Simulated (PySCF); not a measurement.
## Correlation energy of Kr⁺ (krypton, charge +1)

[Ar] 3d10 4s1 4p6, 2S determinant (an excited configuration). Computed with PySCF 2.14 in ANO-RCC-VTZP, with scalar relativity by spin-free X2C-1e. Frozen: [Ar] 3d10; 7 electrons correlated.

```tsv
level	correlation energy (mhartree)
CCSD	-295.12
(T)	-28.80
CCSD(T)	-323.92
CCSDT	-321.84
```

Diagnostics: T1 = 0.013, D1 = 0.0282, largest double amplitude 0.220.

Problem. Is a single reference adequate?

Solution. Not fully. A double-excitation amplitude exceeds 0.15, a sign of near-degeneracy.
